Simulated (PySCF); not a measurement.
Vertical excitations of a molecule CH6Cl2Si2 from TDDFT-M06-2X/def2-SVPD run with PySCF, as energy in eV (oscillator strength): 6.63 (0.043), 6.72 (0.031), 7.50 (0.155), 7.64 (0.223), 7.74 (0.012), 7.92 (0.039), 7.99 (0.002), 8.06 (0.033), 8.26 (0.128), 8.31 (0.012). Lowest triplet (TDA): 6.06 eV. The structure is a stationary point at TPSSh-D3(BJ)/def2-SVP. One conformer was computed; it need not be the lowest.

### Question
Pick the molecule that these values belong to.
A) C[Si]([SiH3])(Cl)Cl
B) Cl[SiH2]C[SiH2]Cl
C) C[SiH2][SiH](Cl)Cl
D) [SiH3]C[SiH](Cl)Cl

### Answer
A, C[Si]([SiH3])(Cl)Cl
